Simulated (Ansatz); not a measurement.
TaF+, multiplicity 4 (lowest of 2S+1 = 2, 4, 6, 8 at CCSD(T)/def2-TZVPP on PBE0 minima; our sources give no spin for the ground state, which may be another), most abundant isotopes (180.9480 and 18.9984 u). Constants from fifth-degree fits in 1/R to seven points on the lowest solution found; no spin–orbit coupling, no relativity up to Kr; ω_e x_e and α_e move by some per cent with the fit.

Correlated levels freeze the inner cores; with def2 sets outer-core shells near the valence are correlated too. CBS(a, b) extrapolates the correlation energy as X⁻³ and adds the Hartree–Fock energy of set b.

Programs: Ansatz (Gaussian orbitals).  In def2 rows elements past Kr take small-core potentials, without spin–orbit coupling.

| level | r_e (Å) | ω_e (cm⁻¹) | ω_e x_e (cm⁻¹) | α_e (cm⁻¹) |
|---|---|---|---|---|
| PBE/def2-TZVPP | 1.7791 | 786.2 | 2.91 | 0.00159 |
| CCSD(T)/CBS(def2-TZVPP, def2-QZVPP) | 1.7772 | 802.5 | 2.75 | 0.00147 |

**Question.** Derive the rotational constants, the centrifugal constant, the fundamental, the zero-point energy and the force constant.

**Answer.** 
μ = 17.19322 u.
- PBE/def2-TZVPP: B_e = 16.8576/(μ r_e²) = 0.30978 cm⁻¹; B₀ = B_e − α_e/2 = 0.30898 cm⁻¹; D = 4B_e³/ω_e² = 1.92e-07 cm⁻¹; fundamental ω_e − 2ω_e x_e = 780 cm⁻¹; zero-point energy ω_e/2 − ω_e x_e/4 = 392 cm⁻¹; k = μ(2πcω_e)² = 626 N/m
- CCSD(T)/CBS(def2-TZVPP, def2-QZVPP): B_e = 16.8576/(μ r_e²) = 0.31045 cm⁻¹; B₀ = B_e − α_e/2 = 0.30971 cm⁻¹; D = 4B_e³/ω_e² = 1.86e-07 cm⁻¹; fundamental ω_e − 2ω_e x_e = 797 cm⁻¹; zero-point energy ω_e/2 − ω_e x_e/4 = 401 cm⁻¹; k = μ(2πcω_e)² = 652 N/m

Ansatz is a first-principles code.
